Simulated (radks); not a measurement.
The numbers below are computed, except where a source is named.
Q: The mean radii <r> (bohr) of the occupied orbitals of an atom or ion are listed with their occupations. Level of theory: Dirac Kohn-Sham, PW91, spin-unpolarised, spherical densities, finite nucleus; Fermi nuclear charge, rms radius of each element as measured or else 0.836 A^(1/3) + 0.57 fm (a radial shooting solver on a logarithmic mesh with Libxc functionals).

| orbital | occ. | <r> |
|---|---|---|
| 1s1/2 | 2 | 0.04700 |
| 2s1/2 | 2 | 0.2098 |
| 2p1/2 | 2 | 0.1812 |
| 2p3/2 | 4 | 0.1848 |
| 3s1/2 | 2 | 0.6241 |
| 3p1/2 | 2 | 0.6397 |
| 3p3/2 | 4 | 0.6505 |
| 3d3/2 | 4 | 0.7335 |
| 3d5/2 | 6 | 0.7389 |
| 4s1/2 | 2 | 2.116 |
| 4p1/2 | 2 | 2.866 |

Name the element and its charge. Open shells, if any, fill j = l - 1/2 first.

A: Z = 32, germanium, charge 0: Ge in [Ar] 3d10 4s2 4p2. The 1s radius gives Z: for a bare nucleus <r> = (2 gamma + 1)/(2Z) with gamma = sqrt(1 - (Z/c)^2), 0.04601 bohr for Z = 32, and screening makes it slightly larger (0.04700 here). The occupations add up to 32, and the charge is Z minus that.
